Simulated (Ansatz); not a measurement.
`CBC(C)C` and `CC(C)[CH2][AlH2]` differ in one atom or group.

Ansatz, PBE0-D4/def2-TZVP geometries, multiplicity 1. Each molecule was computed in one conformer, which needn't be the lowest.

```tsv
property	`CBC(C)C`
HOMO energy (ωB97M-V/def2-TZVPP) / eV	-10.35
HOMO energy (B3LYP/def2-TZVPP) / eV	-7.88
LUMO energy (ωB97M-V/def2-TZVPP) / eV	1.17
LUMO energy (PBE0/def2-TZVPP) / eV	-0.71
ideal-gas entropy at 298 K and 1 bar (rigid rotor, harmonic PBE0-D4/def2-TZVP) / J/(mol·K)	361
HOMO–LUMO gap (PBE/def2-TZVPP) / eV	4.99
```

(1) What does the change do to each property? (Estimate.)

## Answers

(1) Ansatz gave: 
```tsv
property	`CC(C)[CH2][AlH2]`	shift
HOMO energy (ωB97M-V/def2-TZVPP) / eV	-9.74	0.61
HOMO energy (B3LYP/def2-TZVPP) / eV	-7.32	0.56
LUMO energy (ωB97M-V/def2-TZVPP) / eV	0.31	-0.86
LUMO energy (PBE0/def2-TZVPP) / eV	-1.26	-0.55
ideal-gas entropy at 298 K and 1 bar (rigid rotor, harmonic PBE0-D4/def2-TZVP) / J/(mol·K)	363	2
HOMO–LUMO gap (PBE/def2-TZVPP) / eV	4.26	-0.73
```

With PBE0 the HOMO rises by 0.53 eV and the LUMO falls by 0.55 eV, so the gap narrows by about 1.08 eV. PBE moves the HOMO by 0.42 eV and ωB97M-V by 0.61 eV. Modes under 60 cm⁻¹, often nearly free rotors, make the harmonic entropy too high.

B3LYP here is the variant with VWN-RPA as its local correlation; programs differ in this.
